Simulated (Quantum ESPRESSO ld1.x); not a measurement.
Values are calculated unless marked as measured or tabulated.
Problem. The aim is the oxygen ion O+ in [He] 2s2 2p3. What will ld1.x (Quantum ESPRESSO 7.5) do with this input?

```
 &input
    zed=8.0,
    iswitch=1,
    rel=0,
    dft='PBESOL',
    config='[He] 2s2 2p3',
    dx=0.1,
    prefix='ld1',
    max_out_wfc=37,
    file_charge='ld1.rho',
 /
```

Solution. Inaccurate. The radial step is too large to integrate the orbitals; the run ends without a warning, but the energy is off by -0.01305 hartree against the default mesh.

Output (excerpt):

```
     Program LD1 v.7.5 starts

     --------------------------- All-electron run ----------------------------

     atomic number is  8.00
     dft =PBESOL   lsd =0 sic =0 latt =0  beta=0.20 tr2=1.0E-14
     Exchange-correlation= PBESOL
                           (   1   4  10   8   0   0   0)
     mesh = 137 r(mesh) =  91.88690 a.u. xmin = -7.00 dx = 0.10000
     1 Ry =  13.60569312 eV

     n l     nl                  e(Ry)          e(Ha)          e(eV)
     1 0     1S 1( 2.00)       -39.0420       -19.5210      -531.1929
     2 0     2S 1( 2.00)        -2.8979        -1.4490       -39.4281
     2 1     2P 1( 3.00)        -1.7906        -0.8953       -24.3624

     final scf error:  3.7E-15 reached in  28 iterations

     Etot =    -148.208600 Ry,     -74.104300 Ha,   -2016.480733 eV

     Ekin =     147.756892 Ry,      73.878446 Ha,    2010.334926 eV
     Encl =    -344.242730 Ry,    -172.121365 Ha,   -4683.660943 eV
     Eh   =      63.426065 Ry,      31.713032 Ha,     862.955572 eV
     Exc  =     -15.148827 Ry,      -7.574413 Ha,    -206.110288 eV
```

Run on one thread of a shared host, so times are rough (Intel(R) Xeon(R) Processor @ 2.60GHz): 0.2 s of CPU time, 0.69 s wall, 28 iterations on 137 mesh points, peak memory 30 MiB.
